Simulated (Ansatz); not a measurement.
Reaction (formal exchange of groups at the Sn–Cl bond): `[F][Sn]([Cl])([Cl])[Cl]` + SiH₄ → `[F][Sn]([SiH3])([Cl])[Cl]` + HCl

Gas-phase electronic energies from Ansatz, PBE0-D4/def2-TZVP geometries. CCSD(T)/CBS is the MP2 limit (def2-TZVPP, def2-QZVPP) plus CCSD(T) − MP2 in def2-TZVPP, frozen cores. This one scheme is used for every species. DFT in def2-TZVPP. def2 core potentials past Kr. For Sn outer-core shells are correlated without core-valence functions, which leaves a few kJ/mol of doubt a bond.

```json
{"level": "r2SCAN-D4", "ΔE (eV)": "0.30"}
{"level": "RPA@PBE/def2-TZVPP", "ΔE (eV)": "0.33"}
```

(1) What does CCSD(T)/CBS give? (An estimate is asked.)

Largest T1 diagnostic among the species: 0.013.

Results:

(1) Ansatz gave: +0.31 eV. The listed levels differ from it by -0.01, 0.02 eV.

From BLYP to BHLYP (50 % exact exchange), in def2-TZVPP and without D4, ΔE moves by +0.09 eV. In def2-TZVPP, CCSD(T) changes the Hartree–Fock value by −0.19 eV (the triples alone add −0.00 eV) and MP2 by −0.18 eV.
